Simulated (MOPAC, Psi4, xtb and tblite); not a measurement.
Internal rotation in H₃BrSeSi, SMILES [SeH][SiH2]Br. Scanned: dihedral H4–Se1–Si2–Br3; all other coordinates were relaxed at GFN2-xTB. Points at φ and −φ are mirror images. Heavy atoms are numbered in the order of the SMILES [SeH][SiH2]Br, hydrogens after them in the order of the atoms that carry them; the mirror image has the same energies with the sign of each dihedral reversed.

Methods: GFN2-xTB (xtb and tblite); AM1, restricted, heats of formation // GFN2-xTB (MOPAC); PM6, restricted, heats of formation // GFN2-xTB (MOPAC); MP2/cc-pVTZ = DF-MP2 (frozen core)/cc-pVTZ // GFN2-xTB in Psi4.

Energies relative to the lowest point of each profile, in kJ/mol; the last columns give the difference from MP2:

| φ / ° | GFN2-xTB | AM1 | PM6 | MP2/cc-pVTZ | GFN2-xTB − MP2/cc-pVTZ | AM1 − MP2/cc-pVTZ | PM6 − MP2/cc-pVTZ |
|---|---|---|---|---|---|---|---|
| -150 | 2.8 | 2.9 | 6.0 | 4.3 | -1.5 | -1.5 | 1.7 |
| -120 | 3.4 | 0.9 | 2.7 | 4.1 | -0.7 | -3.2 | -1.4 |
| -90 | 1.8 | 0.0 | 0.0 | 0.8 | 1.0 | -0.8 | -0.8 |
| -60 | 0.1 | 1.4 | 2.2 | 0.0 | 0.1 | 1.4 | 2.2 |
| -30 | 0.0 | 4.7 | 9.3 | 4.6 | -4.6 | 0.1 | 4.7 |
| 0 | 0.4 | 6.7 | 13.7 | 8.2 | -7.8 | -1.4 | 5.5 |
| 30 | 0.0 | 4.7 | 9.3 | 4.6 | -4.6 | 0.1 | 4.7 |
| 60 | 0.1 | 1.4 | 2.2 | 0.0 | 0.1 | 1.4 | 2.2 |
| 90 | 1.8 | 0.0 | 0.0 | 0.8 | 1.0 | -0.8 | -0.8 |
| 120 | 3.4 | 0.9 | 2.7 | 4.1 | -0.7 | -3.2 | -1.4 |
| 150 | 2.8 | 2.9 | 6.0 | 4.3 | -1.5 | -1.5 | 1.7 |
| 180 | 1.8 | 4.0 | 7.5 | 3.2 | -1.4 | 0.8 | 4.3 |

GFN2-xTB is furthest from MP2/cc-pVTZ at 0 (-7.8 kJ/mol, below); its mean absolute difference over the points is 2.1 kJ/mol.

AM1 is furthest from MP2/cc-pVTZ at -120 (-3.2 kJ/mol, below); its mean absolute difference over the points is 1.3 kJ/mol.

PM6 is furthest from MP2/cc-pVTZ at 0 (5.5 kJ/mol, above); its mean absolute difference over the points is 2.6 kJ/mol.
